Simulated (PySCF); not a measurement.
Input of a run (PBE0-D3(BJ)/def2-SVP geometry optimisation, gas phase (PySCF 2.14.0)), started from GFN2-xTB:
```
{"job": {"xc": "PBE0", "basis": "def2-SVP", "d3": "d3bj", "grid": 1, "shake": 0.01, "kind": "geom"}, "charge": 0, "multiplicity": 1}
C     -1.382460     1.089910     0.502640
N     -0.613600     0.785110    -0.670670
Si    -0.011090    -0.792400    -1.002010
C      1.077140    -1.249930     0.554470
N      1.691540    -0.240860     1.156650
O      1.129470    -2.390100     0.965440
H     -1.039650     0.525580     1.343110
H     -2.451750     0.907560     0.351380
H     -1.296700     2.181370     0.757110
H     -0.911100     1.328510    -1.456430
H      0.872610    -0.583300    -2.142020
H     -0.944820    -1.873140    -1.214120
H      2.256770    -0.408100     1.954900
H      1.616490     0.704690     0.817110
```

Output (energies in Eh, forces in Eh/bohr):
```
step   0  E = -554.56455919  max force = 0.030684
step   1  E = -554.57110924  max force = 0.008795
step   2  E = -554.57145538  max force = 0.003001
step   3  E = -554.57170722  max force = 0.003441
step   4  E = -554.57192976  max force = 0.003469
step   5  E = -554.57220649  max force = 0.004652
step   6  E = -554.57231973  max force = 0.002398
step   7  E = -554.57239185  max force = 0.000747
step   8  E = -554.57241338  max force = 0.000680
step   9  E = -554.57242265  max force = 0.000431
optimisation converged
```

Q: Summarise the run.

A: The energy falls by 0.214 eV over 10 energy and gradient evaluations, the largest force component goes from 0.0307 to 4.3e-04 Eh/bohr, and the atoms move by 0.241 Å rms after alignment. The bond that changes most is Si3–H12 (SiH2 silicon to Si–H hydrogen), which lengthens by 0.051 Å. Bonds longer at the end by more than 0.005 Å: 10 of 13; shorter: 2. Among the angles that change most is N2–Si3–H12, from 119.2° to 114.9°. Among the dihedrals that turn most is H11–Si3–C4–O6, from -105° to -78°. The energy never rose by more than 1e-6 Eh on the way. The first step brought 83 % of the lowering.

Q: What are the final bond lengths?

A: C1–N2 1.448 Å, N2–Si3 1.743 Å, Si3–C4 1.927 Å, C4–N5 1.357 Å, C4=O6 1.217 Å, C1–H7 1.102 Å, C1–H8 1.107 Å, C1–H9 1.103 Å, N2–H10 1.014 Å, Si3–H11 1.492 Å, Si3–H12 1.495 Å, N5–H13 1.014 Å, N5–H14 1.013 Å. Numbering counts from 1 in the input's order; the species is `CN[SiH2]C(N)=O`.

The run used 128 basis functions and 72 SCF cycles in all.

Not checked by PBE0-D3(BJ)/def2-SVP frequencies. The numbers are those of one conformer.
